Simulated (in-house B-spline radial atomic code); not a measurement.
**RPA and G0W0 on LDA exchange-only: Si XIII (Si12+)**

Configuration 1s2, mean-field start LDA exchange-only. Computed with a B-spline radial code for spherical atoms: all electrons, non-relativistic, point nucleus, each spin shell either full or empty, empty states to l = 9 with an (l + 1/2)⁻⁴ tail; G0W0 by contour deformation at full frequency.

Relativity, left out, deepens the 1s level by about Z⁴α²/8 hartree.

Command:
```bash
python run_gw.py task.json out
```
Settings (radii: box in bohr, nucleus in fm):
```
Z                        14
electrons                2
configuration            1s2
hamiltonian              nr
method                   lda,
lmax                     9
spin_polarised           False
box_radius               5.84
intervals                44
ion_configuration        1s1
```

Time taken, with all properties: 0.4 s on 1 thread of Arm Neoverse V2 (shared host).

Energies (hartree):

```
                                     term       value
                         mean-field total  -186.15428
Hartree-Fock functional on these orbitals  -187.35804
                      direct second order   -0.093652
                    second-order exchange    0.046827
                         SOSEX correction    0.045961
```

Q: What is the RPA correlation energy, and what remains with SOSEX?

A: RPA gives -0.09192 hartree (-1.25 eV per electron); RPA + SOSEX gives -0.045959, and the second-order doubles -0.046825 hartree (no singles). SOSEX takes back 50 % of the RPA value, the self-correlation of each of the two electrons.

Quasi-particle levels (eV):

```json
{"level": "1s", "occupied": "yes", "mean field": "-2334.72", "Σx - vxc": "-98.87", "Σc": "?", "QP weight": "?", "G0W0": "?"}
{"level": "2s", "occupied": "no", "mean field": "-531.57", "Σx - vxc": "9.89", "Σc": "-0.24", "QP weight": "1.000", "G0W0": "-521.93"}
```

G0W0 = mean field + (Σx - vxc) + Σc, with Σc (partial-wave tail included) taken at the quasi-particle energy.

Q: Where does G0W0 put 1s?

A: At -2432.97 eV, with Σc = 0.62 eV and a quasi-particle weight of 0.998. The tabulated removal energy is 2437.658 eV (NIST, tabulated theory); the calculation leaves out relativity, Breit and QED terms, and what these don't explain is the method's own error.

Q: What does it cost to remove one electron (to 1s1) by differences of total energies, each species on its own start (correlation terms add to the Hartree-Fock functional)?

A: LDA exchange-only 2415.70 eV, Hartree-Fock functional 2431.60 eV, + RPA 2433.47 eV, + RPA + SOSEX 2432.85 eV, + second order 2432.87 eV. Tabulated: 2437.658 eV (NIST, tabulated theory); the calculation leaves out relativity, Breit and QED terms, and what these don't explain is the method's own error.
